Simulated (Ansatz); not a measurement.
System: InCl₂ (charge +1, singlet). It need not be the lowest isomer of its formula. 
Geometry from a B3LYP-D3(BJ)/def2-TZVP (Ansatz, an electronic-structure program) optimisation:
```xyz
3

In     0.0000     0.0000     0.0000
Cl     0.0000     0.0000     2.2242
Cl     0.0000     0.0000    -2.2242
```
Charge +1, spin multiplicity 1.

Give the harmonic wavenumbers at B3LYP-D3(BJ)/def2-TZVP (Ansatz, finite differences of forces, unscaled).

89, 89, 368, 484 cm⁻¹. Zero-point energy 1.5 kcal/mol.

From these and the geometry, give the ideal-gas thermochemistry at 298.15 K and 1 atm (rigid rotor, harmonic oscillator).

Point group D∞h, rotational symmetry number 2. Rotational constants 1.441, 1.441 GHz. S(trans) 41.56, S(rot) 17.24, S(vib) 9.17, S(elec, spin only) 0.00, S 68.0 cal/(mol K). H(298) - H(0) 3.39 kcal/mol; G - E(el) -15.4 kcal/mol.
